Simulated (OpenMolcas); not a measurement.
Fe⁵⁺.

```json
{
  "Program": "OpenMolcas",
  "Method": "RASSCF",
  "Basis": "ANO-RCC-VQZP [7s6p4d3f2g1h]",
  "Scalar Hamiltonian": "DKH2, point nucleus",
  "Active space": "9 electrons in 8 orbitals (RAS1 3p, at most 2 holes; RAS2 3d)",
  "State averaging": "2S+1 = 4 even, 10 roots; 2S+1 = 2 even, 40 roots",
  "Spin-orbit coupling": "state interaction with AMFI integrals over the reference wave functions, term energies averaged over their components"
}
```

Levels without dynamic correlation, in cm⁻¹ above 3d³ ⁴F_3/2:

```tsv
Level	E
3d³ ²P_1/2	28425
3d³ ⁴P_1/2	21742
3d³ ²G_7/2	23843
3d³ ²D_3/2(1) [68 %]	31225
3d³ ²H_9/2	33132
3d³ ²F_7/2	52745
```

On this reference, MS-RASPT2, IPEA 0.25 Eh, imaginary shift 0.1 Eh (closed shells correlated: 3s) puts 3d³ ²P_1/2 at 27000 cm⁻¹.

Task: Estimate the other levels at that method by one scale factor, and say how well it serves.

Result: The factor is 27000 / 28425 = 0.950. Scaled values beside those that MS-RASPT2 gives and measured ones (Corliss and Sugar, J. Phys. Chem. Ref. Data 11, 135 (1982)):
```json
{"Level": "3d³ ⁴P_1/2", "Scaled": "20655", "MS-RASPT2": "19480", "Miss (%)": "+6.0", "Measured": "18738"}
{"Level": "3d³ ²G_7/2", "Scaled": "22651", "MS-RASPT2": "20980", "Miss (%)": "+8.0", "Measured": "20616"}
{"Level": "3d³ ²D_3/2(1) [68 %]", "Scaled": "29664", "MS-RASPT2": "29430", "Miss (%)": "+0.8", "Measured": "28628"}
{"Level": "3d³ ²H_9/2", "Scaled": "31475", "MS-RASPT2": "29000", "Miss (%)": "+8.5", "Measured": "28724"}
{"Level": "3d³ ²F_7/2", "Scaled": "50108", "MS-RASPT2": "47280", "Miss (%)": "+6.0", "Measured": "46217"}
```
For these levels the scaled values miss MS-RASPT2 by up to 8.5 %, as correlation changes each term by its own factor, spin-orbit parts do not scale and CASPT2 has its own spread within terms. This holds within one configuration; levels of others move differently, and the target method has errors of its own against measurement.

CASPT2 does not keep the components of a term degenerate, so their means are used; among the terms shown or strongly mixed into the levels shown the widest spread is 1400 cm-1 (3d³ ⁴F, MS-RASPT2). Active for correlation alone: 3p; no level in the range computed is led by a configuration that opens it, so any true level of that kind is missing. Without dynamic correlation excited terms often stand tens of per cent too high (terms of higher spin than the ground term too low), and those without a measured partner can miss by more than the paired ones (holds for RASSCF). The CASPT2 spread within a term exceeds the gap to the next term for 3d³ ²D(1) and 3d³ ²H, so the order of their levels is uncertain (holds for MS-RASPT2). Computed and measured levels are paired by configuration, term and J; levels that our copy of the source lacks, or whose pairing is in doubt (as where it misses far off the trend of its configuration), stay unpaired and out of the deviations. Levels of configurations outside the active space are missing.

A share in square brackets marks a mixed level and gives the weight of the term that names it, the lowest over the columns. A number in round brackets counts repeated terms of one configuration in the order of the reference energies.
